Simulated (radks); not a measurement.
Spherical quantum dot in the effective-mass picture: electrons in a parabolic well V = omega^2 r^2 / 2 with omega = 4.21, all in effective atomic units (hartree* = m*/eps^2 hartree, bohr* = eps/m* bohr), one dielectric constant everywhere. Calculated with a radial shooting solver with Libxc functionals: non-relativistic Kohn-Sham, PBEsol, spin-polarised, spherical densities. Levels are named by radial order and angular momentum (1s, 1p, 1d, 2s, ...), and open shells are averaged over m.

N = 25, configuration 1s2 1p6 1d10 2s2 1f(up 5, down 0). This is the lowest configuration that the search found. Occupied and some empty levels:

level    occupation  eigenvalue (hartree*)  <r> (bohr*)
1s up             1                 30.813       0.7094
1s down           1                 30.878       0.7028
1p up             3                 33.364       0.9117
1p down           3                 33.475       0.9064
1d up             5                 36.106        1.059
1d down           5                 36.249        1.056
2s up             1                 36.435       0.9495
2s down           1                 36.546       0.9513
1f up             5                 39.027        1.178
1f down           0                 39.186        1.177
2p up             0                 39.557        1.073
2p down           0                 39.665        1.075
1g up             0                 42.108        1.280
1g down           0                 42.272        1.280
2d up             0                 42.786        1.187
2d down           0                 42.893        1.190

Energy (hartree*): total 622.748, kinetic 121.99, external 248.61, Hartree 277.12, exchange-correlation -24.976.
